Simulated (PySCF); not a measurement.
B(Cl)(GeH3)(OMe) (CH6BClGeO), SMILES CO[B](Cl)[GeH3].

Geometry: PBE0-D3(BJ)/def2-SVP. Other conformers were not sampled.

Method: PySCF with PBE0-D3(BJ)/def2-SVP.

Frequencies are harmonic and unscaled.

```csv
mode,ν (cm⁻¹),IR (km/mol),moving atoms (share of kinetic energy)
1,50,0.0,H 96 %
2,65,0.1,H 97 %
3,144,1.7,"C 31 %, Cl 22 %, H 18 %, Ge 17 %"
4,163,3.2,"O 45 %, H 24 %, C 19 %"
5,190,1.0,"Cl 37 %, Ge 32 %, C 16 %, H 10 %"
6,319,16.6,"H 52 %, B 37 %, O 9 %"
7,364,8.4,"O 48 %, H 22 %, C 12 %, Ge 8 %"
8,417,9.0,"Cl 44 %, O 18 %, C 15 %, B 10 %"
9,514,32.1,"H 81 %, O 9 %"
10,576,6.0,"B 47 %, H 45 %"
11,813,185.1,H 95 %
12,885,14.0,H 95 %
13,894,25.5,H 99 %
14,947,200.9,"B 79 %, Cl 8 %"
15,1060,13.0,"C 38 %, O 28 %, B 24 %, H 9 %"
16,1181,26.5,"H 71 %, C 20 %"
17,1184,0.2,"H 76 %, C 19 %"
18,1406,315.0,"H 32 %, B 27 %, O 26 %, C 16 %"
19,1463,3.1,H 97 %
20,1479,10.6,H 96 %
21,1506,132.3,"H 57 %, O 21 %, B 19 %"
22,2131,118.4,H 98 %
23,2132,84.7,H 99 %
24,2173,99.6,H 99 %
25,3050,33.2,H 97 %
26,3152,21.0,"H 90 %, C 10 %"
27,3167,9.4,"H 90 %, C 10 %"
```
